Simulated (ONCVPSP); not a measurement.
# Kr (Z = 36): one change to an ONCV potential, before and after

krypton (Kr), optimised norm-conserving Vanderbilt (ONCV), made with ONCVPSP 4.0.1 (PBEsol, scalar-relativistic). Core [Ar] 3d10, reference 4s2 4p5 (charge +1). Waves: 4s: rc 1.35 bohr, ncon 3, nbas 7, qcut 5.2 1/bohr, 2 projectors, debl 2.2 Ha; 4p: rc 1.15 bohr, ncon 4, nbas 8, qcut 8.4 1/bohr, 2 projectors, debl 1.5 Ha. Local part: polynomial inside 0.95 bohr (lpopt 2, dvloc0 0 Ha). Core correction: Teter function, fcfact 2.75, rcfact 1.15.

Change: functional PW91.

Cutoffs: the cutoffs (Ha) at which the residual kinetic energy of the hardest occupied pseudo-wave falls to 1 and 0.1 mHa per electron; they do not see the model core or the augmentation charge, which bear on the density cutoff. Errors are all-electron minus pseudo energies relative to the spin-unpolarised reference configuration.

How do hardness, ghosts and transferability respond?

The potential gets neither clearly harder nor softer (52 Ha and 149 Ha → 51 Ha and 148 Ha); both files keep a bound ghost (p); of the 4 tests that both files solve, the error grows in 1 and shrinks in 3 by more than 15 % and 0.3 meV (median size 18.8 → 13.2 meV).

```tsv
quantity	base	changed
cutoff, loose	52 Ha	51 Ha
cutoff, tight	149 Ha	148 Ha
loose cutoff by channel	s 15 Ha, p 52 Ha	s 15 Ha, p 51 Ha
bound ghosts	p	p
GHOST(+) flags under 300 eV	s at 120.6 eV	s at 121.1 eV
error for 4s2 4p6, meV [ΔE -14.28 → -14.35 eV]	+0.4	+1.4
error for 4s2 4p4, meV [ΔE 25.18 → 25.24 eV]	-7.9	-6.0
error for 4s2 4p3, meV [ΔE 62.27 → 62.40 eV]	-30	-20
error for 4s2 4p2, meV [ΔE 112.11 → 112.32 eV]	-71	-45
s: phases at 1.37 bohr within 0.05 rad from the reference energy up to (Ha; the scan ends near 5)	4.2	4.3
p: phases at 1.17 bohr within 0.05 rad from the reference energy up to (Ha; the scan ends near 5)	to the end of the scan	to the end of the scan
rms error of d²Exc/dni dnj with the model core, mHa	2.31	2.73
```

 A true bound ghost makes a file unfit for plane-wave use even where its test errors are small: the radial tests pick states by their node count and pass the ghost by.
